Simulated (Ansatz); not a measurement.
Cost and result for the atomization energy of CH4ClFGeSi (`F[C@H]1[SiH2][Ge@@H]1[Cl]`) (9 atoms, 9 bonds).

Cartesian coordinates in Å:
```
F -2.1920 -0.0868 -0.3732
C -0.9051 -0.4416 -0.0712
Si 0.5970 -0.0736 -1.1832
Ge 0.3946 0.5925 1.0369
Cl 1.0854 -0.4880 2.7633
H -0.8647 -1.4714 0.3018
H 0.4087 1.0977 -2.0724
H 1.3552 -1.1774 -1.8210
H 0.1208 2.0487 1.4189
```

Total charge 0; spin multiplicity 1. Correlated methods include outer-core shells of Ge, which these sets cover unevenly. Scalar relativity is left out up to krypton. The geometry is a stationary point of PBE0-D4/def2-TZVP. Program: Ansatz. All runs use 4 threads of a server CPU on a shared host. Times are those of one run each, without the atoms' runs, and a repeat can differ threefold. Electronic energies, without spin–orbit coupling; frozen cores. CCSD(T)/CBS adds CCSD(T) − MP2 in def2-TZVPP to the MP2 limit, and its time is that of the two runs behind it. T1 = 0.012. With those shells the extrapolation isn't a true limit.

CCSD(T)/CBS is a level of theory with its own doubt, some kJ/mol a heavy atom from the limit and from the frozen cores, so smaller differences don't rank the functionals.

```csv
level,functions,wall time,atomization (kcal/mol),difference from CCSD(T)/CBS,per bond
LDA (SPW92)/def2-TZVPP,250,1.8 s,774.4,110.2,12.2
BLYP-D4/def2-TZVPP,250,3 s,656.3,-7.9,-0.9
PBE0-D4/def2-TZVPP,250,5.5 s,663.7,-0.5,-0.1
CAM-B3LYP-D4/def2-TZVPP,250,6 s,660.0,-4.2,-0.5
B2PLYP/def2-TZVPP,250,8.5 s,650.4,-13.8,-1.5
PBE-QIDH/def2-TZVPP,250,9 s,659.2,-5.0,-0.6
CCSD(T)/def2-SVP,116,11 s,611.8,-52.4,-5.8
ωB97X-V/def2-TZVPP,250,12 s,668.6,4.4,0.5
B97M-V/def2-TZVPP,250,14 s,671.7,7.5,0.8
ωB97M-V/def2-TZVPP (with forces),250,18 s,662.3,-1.9,-0.2
MP2/def2-QZVPP,463,36 s,668.0,3.8,0.4
CCSD(T)/def2-TZVPP,250,5 min,645.0,-19.2,-2.1
CCSD(T)/CBS(def2),–,5.6 min,664.2,0.0,0.0
```

The D4 term adds +9.0 kcal/mol with B3LYP and +4.7 kcal/mol with PBE0; it sums over pairs of atoms, weighted by their polarisabilities, and B3LYP, whose exchange is more repulsive, gets the larger term. From BLYP to BHLYP (50 % exact exchange), in def2-TZVPP and without D4, the atomization energy moves by −15.3 kcal/mol: exact exchange takes away binding that semilocal exchange gives to molecules. Leaving LDA and LC-ωPBE aside and taking each functional with its dispersion term where it has one, the values, not all of them listed here, spread over 40.5 kcal/mol, from BHLYP-D4 to PBE-D4. LDA lies +102.6 kcal/mol from PBE without D4, its usual overbinding.

B3LYP here is the variant with VWN-RPA as its local correlation; programs differ in this.
